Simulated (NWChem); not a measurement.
System meant: SiNH2I, singlet; SMILES I[Si]N

The following NWChem deck was run.

```
start job
memory heap 200 mb stack 900 mb global 1100 mb
geometry units angstroms noautoz
  Si     0.700276     1.589057     0.000000
  I     -0.005701    -0.830293     0.000000
  N     -0.856685     2.303425     0.000000
  H     -1.754790     1.826703     0.000000
  H     -0.954644     3.315828     0.000000
end
basis spherical
  * library def2-svp
end
dft
  xc xpbe96 cpbe96
  iterations 150
  mulliken
end
task dft energy
```

End of the output:

```
             Grid Information
             ----------------
          Grid used for XC integration:  medium
          Radial quadrature: Mura-Knowles
          Angular quadrature: Lebedev.
          Tag              B.-S. Rad. Rad. Pts. Rad. Cut. Ang. Pts.
          ---              ---------- --------- --------- ---------
          Si                  1.10       88           9.0       590
          I                   1.40      123          11.0       590
          N                   0.65       49          10.0       434
          H                   0.35       45          11.0       434
          Grid pruning is: on
          Number of quadrature shells:   350
          Spatial weights used:  Erf1

          Convergence Information
          -----------------------
          Convergence aids based upon iterative change in
          total energy or number of iterations.
          Levelshifting, if invoked, occurs when the
          HOMO/LUMO gap drops below (HL_TOL):  1.00D-02
          DIIS, if invoked, will attempt to extrapolate
          using up to (NFOCK): 10 stored Fock matrices.

                    Damping( 0%)  Levelshifting(0.5)       DIIS
                  --------------- ------------------- ---------------
          dE  on:    start            ASAP                start
          dE off:    2 iters        150 iters           150 iters

      Screening Tolerance Information
      -------------------------------
          Density screening/tol_rho:  1.00D-10
          AO Gaussian exp screening on grid/accAOfunc:  14
          CD Gaussian exp screening on grid/accCDfunc:  20
          XC Gaussian exp screening on grid/accXCfunc:  20
          Schwarz screening/accCoul:  1.00D-08

      Superposition of Atomic Density Guess
      -------------------------------------

      charge =      53.0 I (Iodine)

      symmetry species            s     p     d     f
      number of basis functions =10     7     6
      number of cont. functions = 4     4     2
      number of closed shells   = 5     3     2
      number of open shells     = 0     1     0
      open shell occupation     = 0     5     0
 ------------------------------------------------------------------------
 atomscf:atomd: error in atom scf                   0
 ------------------------------------------------------------------------
 ------------------------------------------------------------------------
  current input line :
    18: task dft energy
 ------------------------------------------------------------------------
 ------------------------------------------------------------------------
 This error has not yet been assigned to a category
 ------------------------------------------------------------------------
 For more information see the NWChem manual at https://nwchemgit.github.io

0:atomscf:atomd: error in atom scf:Received an Error in Communication
```

Problem. Find the fault in this run and fix the input.

Solution. The run crashed. Cause: the def2 basis of a heavy element holds valence functions alone and wants its effective core potential (without it all electrons must fit into that basis). This input runs:
```
start job
memory heap 200 mb stack 900 mb global 1100 mb
geometry units angstroms noautoz
  Si     0.700276     1.589057     0.000000
  I     -0.005701    -0.830293     0.000000
  N     -0.856685     2.303425     0.000000
  H     -1.754790     1.826703     0.000000
  H     -0.954644     3.315828     0.000000
end
basis spherical
  Si library def2-svp
  I library def2-svp
  N library def2-svp
  H library def2-svp
end
ecp
  I library def2-ecp
end
dft
  xc xpbe96 cpbe96
  iterations 150
  mulliken
end
task dft energy
```
It converges to -642.83233 Ha (PBE/def2-SVP with def2 effective core potentials on I).
